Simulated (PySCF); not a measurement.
Excitations are Tamm–Dancoff values on a coarser integration grid. The basis has no diffuse functions, so Rydberg states are missing or too high.

Species: H$_{6}$SiSn, SMILES `[SiH3][SnH3]` (charge 0, multiplicity 1).

Problem. Predict the S1 oscillator strength, brightest of the four lowest singlets (TDA) and T1 excitation (TDA) from PySCF 2.14.0 with r2SCAN-D4/def2-TZVP // r2SCAN-D4/def2-SVP.

Solution. 
```json
{
 "S1 oscillator strength": "0.027",
 "brightest of the four lowest singlets (TDA)": "7.24 eV",
 "T1 excitation (TDA)": "5.90 eV"
}
```
